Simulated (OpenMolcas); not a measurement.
## A ladder of methods for SnSiH4OF (SMILES [F][SnH][O][SiH3])

The species is SnSiH4OF (8 atoms), meant as a doublet with charge 0. As SMILES, `[F][SnH][O][SiH3]`. Geometry: relaxed at PBE0-D4/def2-TZVP. This is one conformer, not always the lowest.

Each level gives the vertical energy of the quartet above the doublet (eV). The values are calculated.

| level | kind | program | value (eV) |
| --- | --- | --- | --- |
| U-revPBE/def2-SVP (core potential) | GGA | OpenMolcas | 6.28 |
| UPBE/def2-SVP (core potential) | GGA | OpenMolcas | 6.23 |
| UM06-L/def2-SVP (core potential) | meta-GGA | OpenMolcas | 6.79 |
| UTPSS/def2-SVP (core potential) | meta-GGA | OpenMolcas | 6.44 |
| UB3LYP/def2-SVP (core potential) | global hybrid | OpenMolcas | 6.70 |
| UBHLYP/def2-SVP (core potential) | global hybrid | OpenMolcas | 7.00 |
| UM06-2X/def2-SVP (core potential) | hybrid meta-GGA | OpenMolcas | 7.10 |
| UPBE0/def2-SVP (core potential) | global hybrid | OpenMolcas | 6.67 |

Spin-orbit coupling, which can split open shells on such heavy atoms by tenths of an eV, is left out. The values span 6.23 to 7.10 eV.
